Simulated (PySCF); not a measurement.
Mo⁺: excitation energy

Mo⁺ [Kr] 4d5 (6S) → Mo⁺ [Kr] 4d4 5s1 (6D), as a difference of total energies. All numbers are calculated (PySCF 2.14, a scalar-relativistic core potential, in aug-cc-pVTZ-PP with one added diffuse shell each of s, p, d, f, g type with ECP28MDF (7s7p6d4f3g, 113 functions)). Correlated levels: valence: 4s2 4p6 frozen. The calculations carry no spin-orbit coupling.

```json
{"method": "UHF", "excitation energy (cm⁻¹)": "11472"}
{"method": "LDA", "excitation energy (cm⁻¹)": "10786"}
{"method": "PBE", "excitation energy (cm⁻¹)": "11216"}
{"method": "PBE0", "excitation energy (cm⁻¹)": "12313"}
{"method": "r2SCAN", "excitation energy (cm⁻¹)": "10565"}
{"method": "M06-L", "excitation energy (cm⁻¹)": "14729"}
{"method": "revPBE", "excitation energy (cm⁻¹)": "11442"}
{"method": "TPSS", "excitation energy (cm⁻¹)": "11023"}
{"method": "MP2 (valence)", "excitation energy (cm⁻¹)": "13000"}
{"method": "SCS-MP2 (valence)", "excitation energy (cm⁻¹)": "11981"}
```

Errors of the correlated levels include the incompleteness of this basis and the frozen core.

Problem. Which method comes closest to the reference value, and which is furthest?

Solution. The reference is 12801 cm⁻¹ (measured; NIST levels, between the centres of gravity of the two terms). Closest: MP2 (valence) (error 199.21 cm⁻¹); furthest: r2SCAN (error -2235.8 cm⁻¹).
